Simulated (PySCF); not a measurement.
ClH₂Si, SMILES Cl[SiH2], multiplicity 2.

Geometry optimised at B3LYP-D3(BJ)/def2-TZVP. The isomer is the one that the SMILES or the coordinates give; other isomers of the formula were not compared.

Level of theory: PySCF 2.14.0 with TDA-M06-2X/def2-TZVPD.

Vertical excitations. Isolated molecule, no solvent.

```tsv
state	energy (eV)	λ (nm)	f	main pairs
root 1	4.31	288	0.022	α HOMO→LUMO 86 %
root 2	4.47	278	0.002	β HOMO→LUMO 94 %
root 3	5.46	227	0.028	α HOMO→LUMO+1 67 %, α HOMO→LUMO+3 22 %
root 4	5.65	219	0.021	β HOMO−1→LUMO 88 %
root 5	5.71	217	0.066	α HOMO→LUMO+5 85 %
root 6	6.04	205	0.002	β HOMO−2→LUMO 86 %
root 7	6.24	199	0.020	α HOMO→LUMO+6 16 %, α HOMO→LUMO+3 7 %, α HOMO→LUMO+1 7 %, β HOMO−3→LUMO 62 %
root 8	6.29	197	0.035	α HOMO→LUMO+6 29 %, α HOMO→LUMO+3 22 %, α HOMO→LUMO+1 11 %, β HOMO−3→LUMO 31 %
root 9	6.74	184	0.000	α HOMO→LUMO+2 89 %
root 10	6.91	179	0.032	α HOMO→LUMO+4 82 %
```
Unrestricted roots are not spin-pure.
